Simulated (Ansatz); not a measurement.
Relaxation of Cl$_{2}$H$_{2}$Sn (5 atoms, charge 0, multiplicity 1), to a largest force component of 0.03 eV/Å in at most 50 steps.

Theory: Ansatz 0.2.0, RKS PBE-D4/def2-SVP.

```xyz
5
Properties=species:S:1:pos:R:3:forces:R:3
Sn 0.060 0.047 0.227 0.72 -0.05 0.54
H 0.443 -0.085 1.899 -1.07 0.01 0.22
Cl 2.451 -0.016 0.230 0.29 0.03 -0.79
H -0.585 1.415 -0.599 0.01 -0.09 0.02
Cl -0.891 -1.908 -0.712 0.05 0.10 0.02
```

Task: Where does it end, and by what steps?

Result: The forces met the threshold. After 4 steps the energy has fallen by 0.469 eV; H2 moved furthest, 0.46 Å.

```json
{"step": "0", "energy less start (eV)": "0.0000", "largest force component (eV/Å)": "1.068", "accepted": "yes"}
{"step": "1", "energy less start (eV)": "-0.3122", "largest force component (eV/Å)": "0.558", "accepted": "yes"}
{"step": "2", "energy less start (eV)": "-0.4536", "largest force component (eV/Å)": "0.263", "accepted": "yes"}
{"step": "3", "energy less start (eV)": "-0.4687", "largest force component (eV/Å)": "0.033", "accepted": "yes"}
{"step": "4", "energy less start (eV)": "-0.4693", "largest force component (eV/Å)": "0.020", "accepted": "yes"}
```

```xyz
5
Properties=species:S:1:pos:R:3
Sn 0.191 0.043 0.318
H -0.005 -0.075 2.023
Cl 2.509 -0.028 -0.143
H -0.461 1.407 -0.502
Cl -0.757 -1.894 -0.651
```

Whether the end is a true minimum wasn't checked by a vibrational analysis.

Time of the run: 12 s on 1 thread of Arm Neoverse V1 (shared host), peak memory 0.12 GiB.
